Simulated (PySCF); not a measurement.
cyclobutene (C4H6), SMILES C1C=CC1. Atoms are numbered in the order given.

```xyz
10

C      0.0000     0.6719    -0.8142
C      0.0000    -0.6719    -0.8142
C      0.0000    -0.7848     0.6995
C      0.0000     0.7848     0.6995
H      0.0000     1.4247    -1.6076
H      0.0000    -1.4247    -1.6076
H      0.8948    -1.2492     1.1479
H     -0.8948    -1.2492     1.1479
H     -0.8948     1.2492     1.1479
H      0.8948     1.2492     1.1479
```
Charge 0, spin multiplicity 1.

Geometry optimised at B3LYP-D3(BJ)/def2-SVP.

The numbers are results of HF/pcSseg-1 (PySCF), not measurements.

GIAO shieldings, no solvent; atoms alike by connectivity are averaged. δ = σ(ref) − σ: ¹³C against TMS (σ = 192.6 ppm); ¹H against TMS (σ = 31.99 ppm), references at their B3LYP-D3(BJ)/def2-TZVP geometries, non-relativistic.

| nucleus | atoms | count | δ (ppm) |
|---|---|---|---|
| ¹³C | C1, C2 | 2 | 149.8 |
| ¹³C | C3, C4 | 2 | 31.8 |
| ¹H | H5, H6 | 2 | 6.57 |
| ¹H | H7, H8, H9, H10 | 4 | 2.81 |
